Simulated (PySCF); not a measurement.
Reading a saddle point

A first-order saddle point of BSiH$_{6}$OF, singlet, PBE0-D4/def2-TZVP, with one imaginary mode of 874i cm⁻¹:

```
atom    x (Å)    y (Å)    z (Å)
  B1  -1.3586   0.1745  -0.0538
  F2  -1.6546  -1.4340  -0.0955
  H3  -2.1451   0.6554   0.7045
  H4  -1.2814   0.5597  -1.1870
  H5  -0.6571  -1.2897   0.3478
  O6  -0.0399  -0.1883   0.5748
 Si7   1.4650   0.2837   0.0330
  H8   2.4579  -0.4241   0.8725
  H9   1.6312  -0.0878  -1.3940
 H10   1.5826   1.7506   0.1977
```

Program: PySCF 2.14 with density fitting (its default auxiliary sets; JK sets also for MP2 and CCSD(T)). Basis: def2-TZVPP and def2-QZVPP. Cores are frozen in the correlated methods. Extrapolation: Hartree–Fock as exp(−7.88 √X), correlation as X^−2.97.

(1) Which contacts change along the imaginary mode, and what lies on either side? (A judgement: the text doesn't fix the answer.)

(2) Which side is lower, and how far does the saddle lie above each? (To be estimated.)

T1 diagnostic: at most 0.012. The end structure is not quite a true minimum (one mode of 52i cm⁻¹).

Results:

(1) Computed: The step is SiH₄O ([OH][SiH3]) + BH₂F ([BH2][F]) → BSiH₅O ([BH2][O][SiH3]) + HF, with the molecules in contact on both sides. Shortening one way: B1–O6, F2–H5; lengthening the same way: B1–F2, H5–O6.
```csv
pair,one side (Å),saddle (Å),other side (Å)
B1–O6,1.68,1.51,1.36
F2–H5,2.52,1.10,0.94
B1–F2,1.38,1.64,3.50
H5–O6,0.96,1.28,1.72
```

(2) Computed: The side with B1–F2, H5–O6 short is lower by 0.093 eV; the saddle lies 0.911 eV above it and 0.818 eV above the other (CCSD(T) at an estimated basis limit (MP2 extrapolated from triple and quadruple zeta, plus CCSD(T) − MP2 in triple zeta); electronic energies).

The step is the kind of ligand exchange by which a precursor binds to a hydroxyl group, or is hydrolysed, in atomic layer deposition of oxides.

Labels in which every atom is bracketed show which atoms are joined, not bond orders.

For scale, one of the runs: CCSD(T)/def2-TZVPP, 219 basis functions, launched by `OMP_NUM_THREADS=4 python run.py`. Hardware: 4 CPU threads of an Arm Neoverse V1, shared host. Wall time 12 min; peak host memory 3.5 GiB.
